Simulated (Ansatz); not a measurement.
One change: `O[SiH2][AsH2]` becomes `O[SiH2][SeH]`.

Ansatz, PBE0-D4/def2-TZVP geometries, multiplicity 1. Each molecule was computed in one conformer, which needn't be the lowest.

Scalar relativity is left out up to krypton. Spin–orbit coupling is left out; it splits and shifts lone-pair levels of the heavy atoms by tenths of an eV.

```json
{"property": "LUMO energy (B3LYP/def2-TZVPP) / eV", "`O[SiH2][AsH2]`": "-0.34"}
{"property": "HOMO–LUMO gap (B3LYP/def2-TZVPP) / eV", "`O[SiH2][AsH2]`": "6.89"}
{"property": "LUMO energy (PBE0/def2-TZVPP) / eV", "`O[SiH2][AsH2]`": "-0.10"}
{"property": "HOMO energy (ωB97M-V/def2-TZVPP) / eV", "`O[SiH2][AsH2]`": "-9.50"}
{"property": "size of the dipole moment (B3LYP/def2-TZVPP) / D", "`O[SiH2][AsH2]`": "1.53"}
{"property": "HOMO–LUMO gap (PBE0/def2-TZVPP) / eV", "`O[SiH2][AsH2]`": "7.33"}
```

(1) Give the same properties after the change, and the shifts. (Best estimate.)

Answers

(1) Computed: 
| property | `O[SiH2][SeH]` | shift |
| --- | --- | --- |
| LUMO energy (B3LYP/def2-TZVPP) / eV | -0.40 | -0.06 |
| HOMO–LUMO gap (B3LYP/def2-TZVPP) / eV | 6.62 | -0.27 |
| LUMO energy (PBE0/def2-TZVPP) / eV | -0.13 | -0.03 |
| HOMO energy (ωB97M-V/def2-TZVPP) / eV | -9.44 | 0.06 |
| size of the dipole moment (B3LYP/def2-TZVPP) / D | 1.47 | -0.06 |
| HOMO–LUMO gap (PBE0/def2-TZVPP) / eV | 7.14 | -0.19 |

The zero-point energy changes by -19.1 kJ/mol with -3 modes. Dipoles are sizes alone; their direction can turn.

B3LYP here is the variant with VWN-RPA as its local correlation; programs differ in this.
